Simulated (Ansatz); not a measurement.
`O/C(F)=N/[SiH3]` + H₂ → `O/C=N/[SiH3]` + H–F at 600 K and 1 bar (hydrogenolysis of a C–F bond).

Gas-phase electronic energies from Ansatz, PBE0-D4/def2-TZVP geometries. CCSD(T)/CBS adds triple-zeta CCSD(T) − MP2 to the extrapolated MP2 energy (def2 sets, frozen cores). This one scheme is used for every species. Double bonds are as drawn, so ΔE can hold a change between cis and trans. Each species was taken in one conformer, which may not be the lowest.

| species | CCSD(T)/CBS energy (Eh) | H − E (kJ/mol) | S (J/(mol·K)) |
| --- | --- | --- | --- |
| `O/C(F)=N/[SiH3]` | -559.20990 | 197.1 | 412.7 |
| H₂ | -1.17544 | 43.9 | 150.8 |
| `O/C=N/[SiH3]` | -460.01548 | 211.5 | 380.4 |
| H–F | -100.39570 | 42.3 | 194.0 |

H − E and S are ideal-gas, rigid-rotor, harmonic terms from PBE0-D4/def2-TZVP, for one conformer and one mirror image of each species. For small species the MP2-based limit differs from directly extrapolated CCSD(T) by up to some mEh (0.8 for H₂); such offsets cancel only in part. 1 Eh = 2625.50 kJ/mol, R = 8.31446 J/(mol·K).

Question: By hand: ΔE, ΔH, ΔS and ΔG.

Answer: ΔE = (-460.01548) + (-100.39570) − (-559.20990) − (-1.17544) = -0.02584 Eh = -67.8 kJ/mol. Δ(H − E) = 211.5 + 42.3 − 197.1 − 43.9 = 12.8, so ΔH = -55.0 kJ/mol. ΔS = 380.4 + 194.0 − 412.7 − 150.8 = 10.9 J/(mol·K). ΔG = -55.0 − 600 × (10.9)/1000 = -61.5 kJ/mol.

Question: By hand: the equilibrium constant, and the temperature at which ΔG would vanish if ΔH and ΔS stayed fixed.

Answer: log₁₀ K = −ΔG/(RT ln 10) = 5.4. ΔH and −TΔS have one sign here, so there is no such temperature.

The number of gas molecules stays the same, so ΔS is small and ΔH decides. A doubt of 5 kJ/mol in ΔE shifts log₁₀ K by 0.4 here. Other conformers and mirror images would add mixing entropy, several J/(mol·K) or more a flexible species. Modes under 60 cm⁻¹, often nearly free rotors, make the harmonic entropy too high. These are equilibria of isolated gas molecules and say nothing of rates. Largest T1 diagnostic: 0.014 (customary marks: 0.02 for closed shells, 0.045 for open ones).

ΔS is within the doubt of such terms, so its sign, and with it that verdict, could turn.
